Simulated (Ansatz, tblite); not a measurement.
Cost and result up the ladder for the cluster BeF₂ (3 atoms). Charge 0, multiplicity 1. Geometry: PBE0-D4/def2-TZVP.

Cartesian coordinates in Å:
```
Be -0.0016 0.0002 0.0027
F -0.5656 1.1866 -0.4129
F 0.5672 -1.1867 0.4103
```

Ansatz on 4 threads of Intel Xeon Platinum 8488C on a shared host; xTB runs through tblite on one thread. Times are rough, summed over both states, and most runs start from the orbitals of an earlier one. CCSD(T)/def2-TZVPP serves as the yardstick here, not as an exact answer. Differences are given only for rows in sets of like size (and for xTB, whose basis is part of the method), since another set adds its own error. The other state is a quintet at its own geometry, which has other bonds, so the gap mixes isomer and spin.

The xTB rows come from tblite. Correlated methods freeze 2 core orbitals. HOMO above LUMO, or a gap near zero within one spin, warns that the state may not be the lowest or that an electron is smeared out. In the quintet geometry the species has come apart into loosely held pieces. At PBE0-D4/def2-TZVP a singlet of charge 0 lies 15.12 eV below the quintet, each at its own geometry. The structure comes from a short search, and lower isomers may exist.

Correlated methods converge slowly with the basis.

xTB has no spin-polarisation term.

```csv
level,functions,wall time,quintet − singlet (eV),difference from CCSD(T)/def2-TZVPP (eV),remarks
GFN1-xTB,12,0.002 s,15.76,0.53,–
GFN2-xTB,12,0.003 s,17.53,2.30,–
HF/STO-3G,15,0.15 s,9.98,–,–
HF/def2-TZVP,81,0.35 s,11.83,-3.40,–
MP2/def2-TZVP,81,0.35 s,15.79,0.56,–
LDA (SPW92)/def2-TZVP (with forces),81,0.55 s,17.11,1.88,gap within one spin near zero (quintet)
PBE-D4/def2-TZVP,81,0.8 s,15.60,0.37,–
revPBE-D4/def2-TZVP,81,0.8 s,15.17,-0.06,–
RPA@PBE/def2-TZVP,81,1 s,14.26,-0.96,–
B2PLYP/def2-TZVP,81,1.1 s,15.56,0.33,–
r2SCAN-D4/def2-TZVP,81,1.6 s,15.24,0.01,–
r2SCANh-D4/def2-TZVP,81,1.7 s,15.09,-0.14,–
CCSD(T)/def2-TZVPP,81,2.2 s,15.23,0.00,–
```
